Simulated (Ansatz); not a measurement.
Geometry optimisation of the cluster Rb3H3⁺.

```yaml
crystal:
  periodic: [false, false, false]
  atoms:
    - {symbol: Rb, position_ang: [-0.801870, -0.339980, 3.189920]}
    - {symbol: Rb, position_ang: [0.007790, -1.604590, -0.598720]}
    - {symbol: Rb, position_ang: [-4.540500, 1.541370, -0.372370]}
    - {symbol: H, position_ang: [0.512710, -1.223520, 1.597730]}
    - {symbol: H, position_ang: [2.084980, 0.767500, -1.674280]}
    - {symbol: H, position_ang: [2.736890, 0.859230, -2.142290]}
basis:
  gaussian: {orbitals: def2-TZVP}
total_charge: 1
magnetization: {spin_polarized: true, initial_magnetization: 1}
hamiltonian: {xc: pbe0, dispersion: d4}
scf: {lower_state_search: "off"}
output: {orbitals: {seedname: orbitals}}
relax: {f_tol: 0.02, max_steps: 100}
```

```sh
$ ansatz run in.yaml --threads 4 --pin off --events-out ev --progress --plain --max-ram 3916MiB
```

Output, abridged:

```
Functional definition: PBE0
mean field -2010.40484265 eV, -73.8810152662 hartree, gradient 9.1e-6 eV, S^2 0.750347; 0 other end points of the search recorded, 0 dependent functions left out
relax step   1: F+E_penalty+E_count = -2010.52037067 eV  Δ(F+E_penalty+E_count) = +0.000e0 eV  max|allowed force component| = 1.461e0 eV/Å  Δτ_max = 0.0000 Å  (16 SCF iters, accepted)
mean field -2010.71248747 eV, -73.8923210046 hartree, gradient 2.6e-6 eV, S^2 0.750404; 0 other end points of the search recorded, 0 dependent functions left out
relax step   2: F+E_penalty+E_count = -2010.82622689 eV  Δ(F+E_penalty+E_count) = -3.059e-1 eV  max|allowed force component| = 2.511e-1 eV/Å  Δτ_max = 0.1948 Å  (17 SCF iters, accepted)
mean field -2010.75333186 eV, -73.8938220081 hartree, gradient 2.3e-6 eV, S^2 0.750411; 0 other end points of the search recorded, 0 dependent functions left out
relax step   3: F+E_penalty+E_count = -2010.86879260 eV  Δ(F+E_penalty+E_count) = -4.257e-2 eV  max|allowed force component| = 1.097e-1 eV/Å  Δτ_max = 0.1059 Å  (17 SCF iters, accepted)
mean field -2010.76685631 eV, -73.8943190226 hartree, gradient 1.3e-6 eV, S^2 0.750406; 0 other end points of the search recorded, 0 dependent functions left out
relax step   4: F+E_penalty+E_count = -2010.88443404 eV  Δ(F+E_penalty+E_count) = -1.564e-2 eV  max|allowed force component| = 6.222e-1 eV/Å  Δτ_max = 0.1659 Å  (17 SCF iters, accepted)
mean field -2010.78291343 eV, -73.8949091110 hartree, gradient 1.6e-6 eV, S^2 0.750346; 0 other end points of the search recorded, 0 dependent functions left out
relax step   5: F+E_penalty+E_count = -2010.90296404 eV  Δ(F+E_penalty+E_count) = -1.853e-2 eV  max|allowed force component| = 6.302e-2 eV/Å  Δτ_max = 0.2000 Å  (17 SCF iters, accepted)
mean field -2010.78787024 eV, -73.8950912704 hartree, gradient 2.4e-6 eV, S^2 0.750388; 0 other end points of the search recorded, 0 dependent functions left out
relax step   6: F+E_penalty+E_count = -2010.90805260 eV  Δ(F+E_penalty+E_count) = -5.089e-3 eV  max|allowed force component| = 1.424e-2 eV/Å  Δτ_max = 0.0718 Å  (16 SCF iters, accepted)
mean field -2010.78810036 eV, -73.8950997271 hartree, gradient 2.2e-6 eV, S^2 0.750381; 0 other end points of the search recorded, 0 dependent functions left out
relax step   7: F+E_penalty+E_count = -2010.90891078 eV  Δ(F+E_penalty+E_count) = -8.582e-4 eV  max|allowed force component| = 1.344e-2 eV/Å  Δτ_max = 0.0362 Å  (13 SCF iters, accepted)
mean field -2010.78800654 eV, -73.8950962793 hartree, gradient 3.8e-6 eV, S^2 0.750374; 0 other end points of the search recorded, 0 dependent functions left out
relax step   8: F+E_penalty+E_count = -2010.90941761 eV  Δ(F+E_penalty+E_count) = -5.068e-4 eV  max|allowed force component| = 6.529e-2 eV/Å  Δτ_max = 0.0645 Å  (14 SCF iters, accepted)
mean field -2010.78845117 eV, -73.8951126193 hartree, gradient 1.5e-6 eV, S^2 0.750370; 0 other end points of the search recorded, 0 dependent functions left out
relax step   9: F+E_penalty+E_count = -2010.90984258 eV  Δ(F+E_penalty+E_count) = -4.250e-4 eV  max|allowed force component| = 6.595e-2 eV/Å  Δτ_max = 0.0217 Å  (13 SCF iters, accepted)
mean field -2010.78820117 eV, -73.8951034319 hartree, gradient 9.8e-7 eV, S^2 0.750350; 0 other end points of the search recorded, 0 dependent functions left out
relax step  10: F+E_penalty+E_count = -2010.90905829 eV  Δ(F+E_penalty+E_count) = +7.843e-4 eV  max|allowed force component| = 4.440e-1 eV/Å  Δτ_max = 0.1230 Å  (17 SCF iters, rejected (line search))
mean field -2010.79001108 eV, -73.8951699449 hartree, gradient 8.3e-6 eV, S^2 0.750362; 0 other end points of the search recorded, 0 dependent functions left out
relax step  11: F+E_penalty+E_count = -2010.91106645 eV  Δ(F+E_penalty+E_count) = -1.224e-3 eV  max|allowed force component| = 5.397e-2 eV/Å  Δτ_max = 0.0600 Å  (13 SCF iters, accepted)
mean field -2010.79239623 eV, -73.8952575972 hartree, gradient 8.6e-7 eV, S^2 0.750350; 0 other end points of the search recorded, 0 dependent functions left out
relax step  12: F+E_penalty+E_count = -2010.91263944 eV  Δ(F+E_penalty+E_count) = -1.573e-3 eV  max|allowed force component| = 2.212e-1 eV/Å  Δτ_max = 0.0978 Å  (17 SCF iters, accepted)
mean field -2010.79301610 eV, -73.8952803770 hartree, gradient 8.4e-6 eV, S^2 0.750338; 0 other end points of the search recorded, 0 dependent functions left out
relax step  13: F+E_penalty+E_count = -2010.91320686 eV  Δ(F+E_penalty+E_count) = -5.674e-4 eV  max|allowed force component| = 3.312e-1 eV/Å  Δτ_max = 0.0593 Å  (14 SCF iters, accepted)
mean field -2010.79466962 eV, -73.8953411429 hartree, gradient 2.5e-6 eV, S^2 0.750339; 0 other end points of the search recorded, 0 dependent functions left out
relax step  14: F+E_penalty+E_count = -2010.91479399 eV  Δ(F+E_penalty+E_count) = -1.587e-3 eV  max|allowed force component| = 2.058e-1 eV/Å  Δτ_max = 0.0198 Å  (13 SCF iters, accepted)
mean field -2010.79807735 eV, -73.8954663748 hartree, gradient 1.5e-6 eV, S^2 0.750332; 0 other end points of the search recorded, 0 dependent functions left out
relax step  15: F+E_penalty+E_count = -2010.91669091 eV  Δ(F+E_penalty+E_count) = -1.897e-3 eV  max|allowed force component| = 1.146e-1 eV/Å  Δτ_max = 0.0600 Å  (16 SCF iters, accepted)
mean field -2010.80941580 eV, -73.8958830550 hartree, gradient 2.7e-6 eV, S^2 0.750292; 0 other end points of the search recorded, 0 dependent functions left out
relax step  16: F+E_penalty+E_count = -2010.92302655 eV  Δ(F+E_penalty+E_count) = -6.336e-3 eV  max|allowed force component| = 3.652e-2 eV/Å  Δτ_max = 0.1952 Å  (16 SCF iters, accepted)
mean field -2010.82348184 eV, -73.8963999727 hartree, gradient 2.0e-6 eV, S^2 0.750250; 0 other end points of the search recorded, 0 dependent functions left out
relax step  17: F+E_penalty+E_count = -2010.92960602 eV  Δ(F+E_penalty+E_count) = -6.579e-3 eV  max|allowed force component| = 1.150e-1 eV/Å  Δτ_max = 0.1947 Å  (16 SCF iters, accepted)
mean field -2010.82838836 eV, -73.8965802836 hartree, gradient 3.9e-6 eV, S^2 0.750237; 0 other end points of the search recorded, 0 dependent functions left out
relax step  18: F+E_penalty+E_count = -2010.93223658 eV  Δ(F+E_penalty+E_count) = -2.631e-3 eV  max|allowed force component| = 1.502e-1 eV/Å  Δτ_max = 0.0602 Å  (13 SCF iters, accepted)
mean field -2010.83305325 eV, -73.8967517153 hartree, gradient 1.1e-6 eV, S^2 0.750199; 0 other end points of the search recorded, 0 dependent functions left out
relax step  19: F+E_penalty+E_count = -2010.94318125 eV  Δ(F+E_penalty+E_count) = -1.094e-2 eV  max|allowed force component| = 5.064e-1 eV/Å  Δτ_max = 0.1952 Å  (17 SCF iters, accepted)
mean field -2010.83456295 eV, -73.8968071957 hartree, gradient 2.0e-6 eV, S^2 0.750197; 0 other end points of the search recorded, 0 dependent functions left out
relax step  20: F+E_penalty+E_count = -2010.94528959 eV  Δ(F+E_penalty+E_count) = -2.108e-3 eV  max|allowed force component| = 4.423e-1 eV/Å  Δτ_max = 0.0263 Å  (12 SCF iters, accepted)
mean field -2010.84839765 eV, -73.8973156117 hartree, gradient 1.5e-6 eV, S^2 0.750173; 0 other end points of the search recorded, 0 dependent functions left out
relax step  21: F+E_penalty+E_count = -2010.95754084 eV  Δ(F+E_penalty+E_count) = -1.225e-2 eV  max|allowed force component| = 1.470e-1 eV/Å  Δτ_max = 0.1916 Å  (17 SCF iters, accepted)
mean field -2010.86254692 eV, -73.8978355878 hartree, gradient 1.3e-6 eV, S^2 0.750151; 0 other end points of the search recorded, 0 dependent functions left out
relax step  22: F+E_penalty+E_count = -2010.97060830 eV  Δ(F+E_penalty+E_count) = -1.307e-2 eV  max|allowed force component| = 1.213e-1 eV/Å  Δτ_max = 0.1921 Å  (16 SCF iters, accepted)
mean field -2010.87592440 eV, -73.8983272009 hartree, gradient 8.5e-7 eV, S^2 0.750135; 0 other end points of the search recorded, 0 dependent functions left out
relax step  23: F+E_penalty+E_count = -2010.98221699 eV  Δ(F+E_penalty+E_count) = -1.161e-2 eV  max|allowed force component| = 3.730e-1 eV/Å  Δτ_max = 0.1931 Å  (17 SCF iters, accepted)
mean field -2010.89030503 eV, -73.8988556796 hartree, gradient 8.4e-6 eV, S^2 0.750124; 0 other end points of the search recorded, 0 dependent functions left out
relax step  24: F+E_penalty+E_count = -2010.99620603 eV  Δ(F+E_penalty+E_count) = -1.399e-2 eV  max|allowed force component| = 1.148e-1 eV/Å  Δτ_max = 0.1953 Å  (14 SCF iters, accepted)
mean field -2010.90137277 eV, -73.8992624114 hartree, gradient 9.9e-6 eV, S^2 0.750116; 0 other end points of the search recorded, 0 dependent functions left out
relax step  25: F+E_penalty+E_count = -2011.00694439 eV  Δ(F+E_penalty+E_count) = -1.074e-2 eV  max|allowed force component| = 2.796e-2 eV/Å  Δτ_max = 0.1956 Å  (13 SCF iters, accepted)
mean field -2010.90921884 eV, -73.8995507493 hartree, gradient 2.9e-6 eV, S^2 0.750111; 0 other end points of the search recorded, 0 dependent functions left out
relax step  26: F+E_penalty+E_count = -2011.01452976 eV  Δ(F+E_penalty+E_count) = -7.585e-3 eV  max|allowed force component| = 6.749e-2 eV/Å  Δτ_max = 0.1950 Å  (16 SCF iters, accepted)
mean field -2010.89998552 eV, -73.8992114308 hartree, gradient 1.6e-6 eV, S^2 0.750105; 0 other end points of the search recorded, 0 dependent functions left out
relax step  27: F+E_penalty+E_count = -2011.00556923 eV  Δ(F+E_penalty+E_count) = +8.961e-3 eV  max|allowed force component| = 2.261e-1 eV/Å  Δτ_max = 0.1932 Å  (16 SCF iters, rejected (line search))
mean field -2010.91478139 eV, -73.8997551689 hartree, gradient 5.5e-6 eV, S^2 0.750109; 0 other end points of the search recorded, 0 dependent functions left out
relax step  28: F+E_penalty+E_count = -2011.01984651 eV  Δ(F+E_penalty+E_count) = -5.317e-3 eV  max|allowed force component| = 1.900e-2 eV/Å  Δτ_max = 0.0942 Å  (14 SCF iters, accepted)
mean field -2010.91882869 eV, -73.8999039045 hartree, gradient 3.7e-6 eV, S^2 0.750107; 0 other end points of the search recorded, 0 dependent functions left out
relax step  29: F+E_penalty+E_count = -2011.02351596 eV  Δ(F+E_penalty+E_count) = -3.669e-3 eV  max|allowed force component| = 1.929e-2 eV/Å  Δτ_max = 0.0967 Å  (12 SCF iters, accepted)
Total energy: -2011.02358316 eV, -73.9037535604 hartree
Atom 0 at    -0.870681     0.252315     2.036217 Å, force    -0.018479    -0.001264    -0.019294 eV/Å
Atom 1 at     1.960846    -2.830263    -0.842864 Å, force     0.009208    -0.000294     0.007988 eV/Å
Atom 2 at    -5.344535     2.622197     0.540525 Å, force     0.009097     0.000197     0.013394 eV/Å
Atom 3 at     0.626087    -1.321897     0.645943 Å, force    -0.003981    -0.000547     0.005089 eV/Å
Atom 4 at     1.639849     0.433192    -0.928306 Å, force    -0.003104    -0.000721     0.001405 eV/Å
Atom 5 at     1.988434     0.844465    -1.451526 Å, force     0.007259     0.002629    -0.008582 eV/Å
Dipole moment:     0.338840    -0.481093    -0.452437 e Å
Checks for a lower state left out: stability, starts, cluster_reference, orbital_swaps, neighbouring_geometries, increment
```

Hardware: 4 threads of Arm Neoverse V2 on a shared host. Wall time 52 s.

In the def2 sets Rb takes a core potential; there is no spin–orbit coupling. In the doublet, H5 and H6 lie 0.75 Å apart (atoms count from 1), so H2 has formed as a molecule. The relaxation made no stability test and no search for a lower SCF solution. Another isomer (doublet) lies 0.03 eV lower at PBE0-D4/def2-TZVP; other spin states weren't run for this one.
